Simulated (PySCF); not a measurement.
Ga(H)2(PH2) (GaH4P), SMILES [GaH2][PH2].

Geometry: r2SCAN-D4/def2-TZVP.

These are TDDFT-CAM-B3LYP/def2-SVPD run with PySCF values and carry that method's errors.

Vertical excitations. Isolated molecule, no solvent. State labels are in the subgroup Cs.

Computed excitation energies, oscillator strengths and character:
| state | symmetry | energy (eV) | λ (nm) | f | main pairs |
|---|---|---|---|---|---|
| S1 | A' | 4.48 | 277 | 0.022 | HOMO→LUMO 93 % |
| S2 | A" | 5.46 | 227 | 0.000 | HOMO−1→LUMO 99 % |
| S3 | A' | 6.09 | 203 | 0.000 | HOMO−2→LUMO 81 %, HOMO→LUMO+2 14 % |
| S4 | A" | 6.25 | 198 | 0.006 | HOMO→LUMO+3 95 % |
| S5 | A' | 6.35 | 195 | 0.067 | HOMO→LUMO+1 78 % |
| S6 | A' | 6.85 | 181 | 0.371 | HOMO→LUMO+2 66 % |
| S7 | A' | 7.59 | 163 | 0.087 | HOMO→LUMO+4 79 % |
| S8 | A" | 7.97 | 155 | 0.142 | HOMO−1→LUMO+1 82 % |
| S9 | A' | 8.07 | 154 | 0.068 | HOMO−2→LUMO+1 74 % |
| S10 | A" | 8.13 | 152 | 0.008 | HOMO→LUMO+5 47 %, HOMO−2→LUMO+3 35 % |
| T1 | A' | 3.87 | 321 | 0 | HOMO→LUMO 95 % |
| T2 | A" | 4.97 | 250 | 0 | HOMO−1→LUMO 98 % |
| T3 | A' | 5.62 | 221 | 0 | HOMO−2→LUMO 77 % |
| T4 | A" | 5.63 | 220 | 0 | HOMO→LUMO+3 87 % |
Triplets are in the Tamm–Dancoff approximation, which puts them higher than full response would, so one can lie above its singlet here.
